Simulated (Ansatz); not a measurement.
CH3BFN, SMILES `BN=CF`. Total charge 0; spin multiplicity 1. Geometry: relaxed with PBE0-D4/def2-TZVP.

```xyz
7

B     0.427   -0.760    1.011
N    -0.055   -0.012   -0.023
C    -0.462    0.675   -0.950
F     0.261    1.669   -1.479
H     0.201   -0.406    2.131
H     1.050   -1.750    0.764
H    -1.422    0.583   -1.454
```

(1) What is the dipole moment at B3LYP/def2-TZVPP? (An estimate is asked.)

(2) And with PBE, r2SCAN, ωB97M-V? (Best estimate.)

(3) Give the Mulliken charges with B3LYP, ωB97M-V, r2SCAN in def2-TZVPP. (Estimate.)

Results:

(1) The calculation gave: 1.55 D, with components (-1.36, -0.12, -0.73) D in this frame, pointing from negative to positive charge.

(2) Ansatz gave: PBE 1.51 D, r2SCAN 1.52 D, ωB97M-V 1.61 D.

(3) The calculation gave: 
```csv
atom,B3LYP,ωB97M-V,r2SCAN
B1,-0.16,-0.20,-0.09
N2,0.04,-0.01,0.00
C3,0.13,0.15,0.18
F4,-0.18,-0.17,-0.17
H5,0.02,0.05,-0.01
H6,0.02,0.05,-0.01
H7,0.12,0.13,0.10
```

B3LYP here is the variant with VWN-RPA as its local correlation; programs differ in this.
